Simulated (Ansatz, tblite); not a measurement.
Removing an electron: the cluster Li2I2⁻ (the lowest doublet isomer of a short search). Total charge -1; doublet. Geometry: r2SCAN-D4/def2-TZVPD. Ansatz, gas phase; energy differences of separate SCF runs; the oxidised species is a singlet (the triplet lies 3.53 eV higher at PBE0-D4/def2-TZVPD).

Cartesian coordinates in Å:
```
Li 2.4539 1.7414 0.8712
Li -0.7541 -0.6319 -0.1950
I -2.1098 -2.7222 0.1570
I 0.4101 1.6127 -0.8332
```

In the def2 sets I takes a core potential; there is no spin–orbit coupling. The xTB rows come from tblite. The structure comes from a short search, and lower isomers may exist.

```json
{"level": "GFN1-xTB", "−HOMO (eV)": "–", "vertical IE (eV)": "5.48", "−LUMO (eV)": "–", "HOMO–LUMO gap (eV)": "–", "remarks": "–"}
{"level": "GFN2-xTB", "−HOMO (eV)": "–", "vertical IE (eV)": "4.76", "−LUMO (eV)": "–", "HOMO–LUMO gap (eV)": "–", "remarks": "–"}
{"level": "PBE-D4/def2-TZVPD", "−HOMO (eV)": "-0.32", "vertical IE (eV)": "1.67", "−LUMO (eV)": "-1.52", "HOMO–LUMO gap (eV)": "1.20", "remarks": "HOMO above zero (-1 doublet)"}
{"level": "r2SCAN-D4/def2-TZVPD", "−HOMO (eV)": "-0.27", "vertical IE (eV)": "1.60", "−LUMO (eV)": "-1.35", "HOMO–LUMO gap (eV)": "1.08", "remarks": "HOMO above zero (-1 doublet)"}
{"level": "PBE0-D4/def2-TZVPD", "−HOMO (eV)": "0.23", "vertical IE (eV)": "1.68", "−LUMO (eV)": "-2.02", "HOMO–LUMO gap (eV)": "2.25", "remarks": "–"}
```

  A HOMO above zero means that the electron is unbound at that level or that self-interaction error raises the level; the energy of removing that electron tells which. HOMO and LUMO are the levels of the spin that leaves or enters (xTB has no such levels and no spin-polarisation term). Other spin states of the ions may lie lower, which would lower the ionisation energy or raise the affinity. Raw xTB energy differences between charge states are shifted by several eV; the methods need an empirical correction for them.
